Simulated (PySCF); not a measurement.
Gas-phase reaction: ZrCl4 + O = ZrOCl2 + Cl2, at 1400 K and a standard pressure of 1 bar. Level: LDA/def2-TZVP†.

Energies from PySCF, thermal terms from the rigid-rotor harmonic-oscillator model, ideal gas at 1 bar. † marks an energy on the PBE0/def2-TZVP geometry and frequencies. Open shells (unrestricted): O (multiplicity 3, electronic degeneracy 9); the rest are closed-shell singlets. Spin-orbit splitting is ignored; it lowers the true energy and changes the entropy of O. Zr: scalar-relativistic def2 core potential, no spin-orbit coupling. ZrOCl2: computed as isolated molecules; such fragments, hydroxides, amides, oligomers or adducts are transient or little studied in the gas. The harmonic model lacks anharmonicity and excited electronic states, which grow with temperature; levels with a mode under 35 cm⁻¹ are left out. Soft modes under 120 cm⁻¹ make the harmonic entropy rough for ZrCl4, ZrOCl2.

| species | E (Ha) | H(1400 K) − E (kJ/mol) | S°(1400 K) (J/mol/K) |
|---|---|---|---|
| ZrCl4 | -1882.22154 | 152.1 | 530.6 |
| O | -74.52558 | 29.1 | 193.9 |
| ZrOCl2 | -1039.35189 | 117.8 | 462.3 |
| Cl2 | -917.43189 | 52.7 | 278.5 |
E: electronic energy; H − E holds the zero-point and thermal terms. 1 Ha = 2625.5 kJ/mol.

Q: Work out ΔH°, ΔS°, ΔG° and log10 K from these numbers.

A: 1. ΔE = 1×(-1039.35189) + 1×(-917.43189) − 1×(-1882.22154) − 1×(-74.52558) = -0.03666 Ha = -96.3 kJ.
2. Δ(H − E) = 1×(117.8) + 1×(52.7) − 1×(152.1) − 1×(29.1) = -10.7 kJ, so ΔH° = -107.0 kJ.
3. ΔS° = 1×(462.3) + 1×(278.5) − 1×(530.6) − 1×(193.9) = 16.3 J/K; the number of gas molecules stays the same.
4. ΔG° = ΔH° − TΔS° = -107.0 − 1400×(16.3)/1000 = -129.8 kJ.
5. log10 K = −ΔG°/(RT ln 10) = 4.84, with RT ln 10 = 26.80 kJ/mol; at standard pressures the products are favoured.
6. A shift of 10 kJ in ΔE would move log10 K by 0.37 here.
For scale, ΔH°(298 K) is -96 kJ at this level, 14 kJ at ωB97M-V/def2-TZVP†, and runs from -265 to 275 kJ over the 18 levels computed.
